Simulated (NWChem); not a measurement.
AlNH₃OCl; SMILES [NH2][Al]([Cl])[OH]

```xyz
7

Al     0.0866    -0.3426     0.0000
Cl    -0.1574     1.7504     0.0000
O      1.6872    -0.9315     0.0000
H      1.8867    -1.8750     0.0000
N     -1.3677    -1.3515     0.0000
H     -1.3935    -2.3628     0.0000
H     -2.3053    -0.9696     0.0000
```
Atoms are numbered in this order, from 1.

Results from NWChem. STO-3G and 3-21G are far too small for this property and stand as cheap habits. The geometry was optimised at B3LYP/6-31G* (spherical d). Field at 589 nm.

Question: Predict the results for B3LYP/STO-3G. Quantities: isotropic polarisability (bohr³); anisotropy (bohr³).

Answer: 
- isotropic polarisability (bohr³) = 19.9
- anisotropy (bohr³) = 23.1
